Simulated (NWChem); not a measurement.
PbHOI, singlet; SMILES [OH][Pb][I]

```xyz
4

Pb     0.1325     1.0219     0.0000
I      0.0416    -1.8065     0.0000
O     -1.9540     1.3059     0.0000
H     -2.1984     2.2407     0.0000
```
Atoms are numbered in this order, from 1.

Level: PBE0/def2-SVP with def2 effective core potentials on I, Pb (NWChem), optimised geometry, unscaled harmonic frequencies. Low-valent species are run as closed-shell singlets; no triplet was tried in these runs. def2 effective core potentials on I, Pb; no spin-orbit coupling.

Task: List the harmonic frequencies with IR intensities, and the thermochemistry.

Result: 
```
frequency (cm⁻¹)  IR intensity (km/mol)
----------------  ---------------------
113                                 1.4
167                                25.4
344                               111.9
551                                88.4
707                                65.4
3862                               67.1
```

The zero-point energy is 8.2 kcal/mol, the thermal correction to the enthalpy at 298.15 K (with zero-point energy) comes out as 11.8 kcal/mol and the heat capacity Cv is 13.3 cal/(mol K). The entropy at 298.15 K and 1 atm (symmetry number 1) is 80.0 cal/(mol K).

Rigid rotor and harmonic oscillator.
